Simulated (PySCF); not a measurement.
H11NSi4, SMILES [SiH2](N[SiH3])[SiH2][SiH3]. Atoms are numbered in the order given.

```xyz
16

Si     2.1786     0.7951     1.1433
N      1.2747     0.6639    -0.3406
Si     0.7094    -0.7859    -1.1396
Si    -1.6244    -0.7420    -1.0256
Si    -1.9297     0.3377     1.0227
H      2.2304    -0.5622     1.7534
H      3.5754     1.2825     0.9276
H      1.5144     1.7480     2.0824
H      1.0293     1.5433    -0.7902
H      1.2109    -1.9422    -0.3424
H      1.2333    -0.9017    -2.5349
H     -2.2392    -2.1037    -1.0353
H     -2.2357     0.0687    -2.1239
H     -3.3319     0.2521     1.5284
H     -1.5657     1.7780     0.8746
H     -1.0183    -0.2788     2.0334
```

Coordinates come from a ωB97X-D3(BJ)/def2-SVP optimisation. This is a generated structure with no PubChem entry under its InChIKey; it may be hypothetical. Other conformers were not sampled.

Level of theory: PBE/def2-TZVP run with PySCF.

ESP charges are fitted to the potential on shells at 1.4 to 2.0 van der Waals radii. Atomic charges (e):

| atom | ESP fit | IAO | Mulliken | Löwdin |
|---|---|---|---|---|
| Si1 | 0.26 | 0.70 | … | 0.14 |
| N2 | -0.51 | -0.91 | -0.44 | -0.21 |
| Si3 | 0.23 | 0.60 | … | 0.06 |
| Si4 | 0.02 | 0.09 | … | 0.02 |
| Si5 | 0.08 | 0.26 | 0.04 | 0.08 |
| H6 | -0.03 | -0.11 | … | -0.03 |
| H7 | -0.07 | -0.13 | … | -0.04 |
| H8 | -0.07 | -0.13 | … | -0.04 |
| H9 | 0.33 | 0.27 | … | 0.18 |
| H10 | -0.03 | -0.10 | -0.01 | -0.01 |
| H11 | -0.07 | -0.12 | -0.03 | -0.03 |
| H12 | -0.02 | -0.07 | -0.01 | -0.02 |
| H13 | -0.03 | -0.08 | -0.01 | -0.02 |
| H14 | -0.03 | -0.09 | -0.02 | -0.03 |
| H15 | -0.04 | -0.09 | -0.02 | -0.03 |
| H16 | -0.02 | -0.09 | -0.01 | -0.02 |

Problem. Complete the blanks. (Estimate from the structure and the level; the computed values follow.)

Solution. 
- Si1, Mulliken: 0.19
- Si3, Mulliken: 0.19
- Si4, Mulliken: -0.01
- H6, Mulliken: -0.02
- H7, Mulliken: -0.03
- H8, Mulliken: -0.03
- H9, Mulliken: 0.22

Problem. Give the Mayer and Wiberg (Löwdin basis) orders of the bonds. (Estimate from the structure and the level; the computed values follow.)

Solution. 
| bond | Mayer | Wiberg |
|---|---|---|
| Si1–N2 | 1.12 | 1.44 |
| N2–Si3 | 1.11 | 1.40 |
| Si3–Si4 | 0.94 | 1.12 |
| Si4–Si5 | 0.97 | 1.18 |
| Si1–H6 | 0.95 | 0.95 |
| Si1–H7 | 0.93 | 0.96 |
| Si1–H8 | 0.93 | 0.96 |
| N2–H9 | 0.89 | 0.88 |
| Si3–H10 | 0.93 | 0.91 |
| Si3–H11 | 0.92 | 0.93 |
| Si4–H12 | 0.92 | 0.92 |
| Si4–H13 | 0.92 | 0.92 |
| Si5–H14 | 0.94 | 0.96 |
| Si5–H15 | 0.93 | 0.95 |
| Si5–H16 | 0.93 | 0.95 |
